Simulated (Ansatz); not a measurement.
A nudged elastic band was laid between two geometries of ClGaH2 + H4Si (9 atoms, charge 0, multiplicity 1).

These are results of Ansatz, RKS PBE0-D4/def2-SVP, not measurements.

* movable images: 8
* climbing image: no
* spring: 5.0 eV/Å²
* optimiser: quadratic models (default)
* start path: through a guess of the saddle point
* force threshold: 0.05 eV/Å
* iteration limit: 60
* end points: relaxed

First end point:

```xyz
9
Properties=species:S:1:pos:R:3
Ga 0.003 0.361 0.168
H 0.063 1.186 1.491
H 1.109 0.098 -0.902
Cl -2.014 -0.194 -0.465
Si -0.314 -2.767 1.085
H -0.457 -3.111 -0.353
H 0.614 -3.717 1.768
H -1.616 -2.676 1.795
H 0.367 -1.413 1.191
```

Last end point:

```xyz
9
Properties=species:S:1:pos:R:3
Ga -0.112 -0.673 -0.249
H 0.435 0.611 1.803
H 1.150 0.140 -0.697
Cl -1.988 0.274 -0.799
Si -0.350 -2.845 0.750
H -0.807 -3.820 -0.288
H 0.942 -3.330 1.326
H -1.372 -2.795 1.840
H -0.146 0.204 2.092
```

Task: What changes between the two ends?

Result: Bonds broken: Ga1–H2, Si5–H9. Bonds formed: Ga1–Si5, H2–H9. ClGaH2 + H4Si becomes ClGaH4Si + H2.

Task: What energy profile does the band end with?

Result: The run converged. The highest image is number 5 of 0 to 9, 33.9 kcal/mol above the first end and 31.1 kcal/mol above the last; the last end lies 2.9 kcal/mol above the first. No image climbed, so the highest image needn't sit at the top of the path. The orbitals stay closed-shell, which can raise the energy where a bond breaks towards radicals; this wasn't checked here.

```json
{"image": "0", "path coordinate (Å)": "0.00", "energy (kcal/mol)": "0.0", "Ga1–H2 (Å)": "1.56", "Si5–H9 (Å)": "1.52", "Ga1–Si5 (Å)": "3.28"}
{"image": "1", "path coordinate (Å)": "0.46", "energy (kcal/mol)": "0.3", "Ga1–H2 (Å)": "1.56", "Si5–H9 (Å)": "1.52", "Ga1–Si5 (Å)": "3.28"}
{"image": "2", "path coordinate (Å)": "0.92", "energy (kcal/mol)": "0.8", "Ga1–H2 (Å)": "1.56", "Si5–H9 (Å)": "1.51", "Ga1–Si5 (Å)": "3.28"}
{"image": "3", "path coordinate (Å)": "1.38", "energy (kcal/mol)": "3.0", "Ga1–H2 (Å)": "1.56", "Si5–H9 (Å)": "1.51", "Ga1–Si5 (Å)": "3.15"}
{"image": "4", "path coordinate (Å)": "1.84", "energy (kcal/mol)": "13.7", "Ga1–H2 (Å)": "1.58", "Si5–H9 (Å)": "1.57", "Ga1–Si5 (Å)": "2.90"}
{"image": "5", "path coordinate (Å)": "2.29", "energy (kcal/mol)": "33.9", "Ga1–H2 (Å)": "1.68", "Si5–H9 (Å)": "1.85", "Ga1–Si5 (Å)": "2.65"}
{"image": "6", "path coordinate (Å)": "2.75", "energy (kcal/mol)": "22.1", "Ga1–H2 (Å)": "1.90", "Si5–H9 (Å)": "2.22", "Ga1–Si5 (Å)": "2.47"}
{"image": "7", "path coordinate (Å)": "3.21", "energy (kcal/mol)": "7.2", "Ga1–H2 (Å)": "2.18", "Si5–H9 (Å)": "2.59", "Ga1–Si5 (Å)": "2.39"}
{"image": "8", "path coordinate (Å)": "3.67", "energy (kcal/mol)": "3.3", "Ga1–H2 (Å)": "2.40", "Si5–H9 (Å)": "2.98", "Ga1–Si5 (Å)": "2.40"}
{"image": "9", "path coordinate (Å)": "4.13", "energy (kcal/mol)": "2.9", "Ga1–H2 (Å)": "2.48", "Si5–H9 (Å)": "3.34", "Ga1–Si5 (Å)": "2.40"}
```

Task: What is the geometry of the highest image?

Result: 
```xyz
9
Properties=species:S:1:pos:R:3
Ga -0.067 -0.145 0.001
H 0.091 0.426 1.569
H 1.263 -0.103 -0.778
Cl -2.061 0.286 -0.691
Si -0.301 -2.597 0.987
H -0.704 -3.287 -0.284
H 0.997 -3.161 1.456
H -1.373 -2.815 1.997
H -0.091 -0.838 1.520
```

Time of the run: 2.8 min on 2 threads of Intel(R) Xeon(R) Platinum 8375C CPU @ 2.90GHz (Ice Lake), on a shared host, peak memory 0.25 GiB.
